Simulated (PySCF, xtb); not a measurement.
Se(Me)(OMe) (C2H6OSe), SMILES CO[Se]C. One conformer was computed; it need not be the lowest.

Harmonic wavenumbers (cm⁻¹) from GFN2-xTB in xtb at its own minimum, in rising order: 74, 125, 129, 232, 273, 522, 563, 843, 869, 1018, 1131, 1138, 1271, 1404, 1427, 1434, 1469, 1482, 2932, 2949, 2991, 3005, 3024, 3043.

**Question.** What does PBE-D3(BJ)/def2-SVP in PySCF give at its own minimum? (The exact figures need the calculation; the answer reports its results.)

**Answer.** 86, 121, 154, 245, 309, 565, 579, 850, 871, 1033, 1127, 1139, 1228, 1367, 1390, 1396, 1400, 1429, 2912, 2977, 2987, 3035, 3088, 3103. Paired by order, the mean absolute difference is 28 cm⁻¹ and the zero-point energies are 47.7 and 47.7 kcal/mol.
